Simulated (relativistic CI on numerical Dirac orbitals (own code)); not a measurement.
Computed by Dirac-Coulomb-Breit CI, separate exchange-only KLI orbitals for each configuration, model QED, unscaled Slater integrals (own radial code, finite nucleus).

The strongest absorption lines from the ground level of an ion, among the configurations computed and to levels below about 7810 eV (vacuum wavelength in Å, gf): 2.1539 (0.089), 2.1959 (0.07), 2.9604 (0.25), 3.0468 (0.0058), 3.1264 (0.26), 6.8626 (0.00038), 16.844 (0.67), 70.280 (0.051).

Question: Which ion is it?
A. Hg70+
B. Hg68+
C. W62+
D. Hg66+

Answer: B. Hg68+ has 12 electrons and the ground level 3s² ¹S0; the strongest line goes to 3s3p ¹P°1. The pattern of lines fixes the number of electrons, and along that sequence the line energies rise steadily with the charge (about as its square where n changes within one kind of shell, about linearly where n is kept but much faster in heavy ions where fine structure, which grows about as Z⁴, sets the gap, and irregularly where shells cross), which fixes Z. Configurations outside the model, such as inner-shell arrays, can give stronger lines. At this charge energies of transitions that change n are usually good to better than 1 %, and those within a shell (Δn = 0) to a few per cent.

LS names give the leading component of a level, which can be under half, so a name can repeat, a term be missing and a line seem to break the LS rules.
